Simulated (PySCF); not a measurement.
Correlation energy of P⁺ (phosphorus, charge +1)

Starting occupation: [Ne] 3s2 3p2, 3p3/2 with m_j = +1/2, +3/2. Computed with PySCF 2.14 in x2c-TZVPall-2c with one added diffuse shell each of s, p type (6s7p2d1f, 44 functions), with X2C-1e with screened-nucleus spin-orbit coupling, Gaussian nucleus. Frozen: [Ne]; 4 electrons correlated; the 6 highest virtual spinors left out.

MP2 pair energies summed by pair of shells (mhartree):

```tsv
pair	energy	share (%)
3p-3s	-41.01	64.0
3s-3s	-16.70	26.1
3p-3p	-6.38	10.0
```

Total MP2 correlation energy: -64.09 mhartree.

The GHF reference relaxed away from the jj start to a determinant that is no pure jj level (⟨S²⟩ = 2.00, ⟨J²⟩ = 6.01); the energies belong to that determinant.
